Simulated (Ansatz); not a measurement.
```yaml
atoms:
  - { symbol: N, position_ang: [0.0000, 0.0000, 0.3648] }
  - { symbol: H, position_ang: [2.8075, 0.0000, -0.8511] }
  - { symbol: H, position_ang: [-1.4038, 2.4314, -0.8511] }
  - { symbol: H, position_ang: [-1.4038, -2.4314, -0.8511] }
```

Basis set: pcseg-2 (spherical functions). Charge 0, multiplicity 1.

Computed with Ansatz (development build ahead of 0.2.0); each method stands on the lowest determinant of its kind that the runs found.

**Question.** Give the atomization energy at this shape (free ground-state atoms in the same class of orbitals less the molecule, no zero-point energy) of singlet NH3 in separate pieces by ωB97X (unrestricted), PBE0 (unrestricted), PBE (unrestricted).

**Answer.**

| method | atomization energy |
| --- | --- |
| ωB97X (unrestricted) | -0.06 eV |
| PBE0 (unrestricted) | 0.06 eV |
| PBE (unrestricted) | 0.10 eV |

Caution: charge can spread falsely over distant fragments; the shape is not the minimum; the unrestricted determinant is a mixture of spin states.
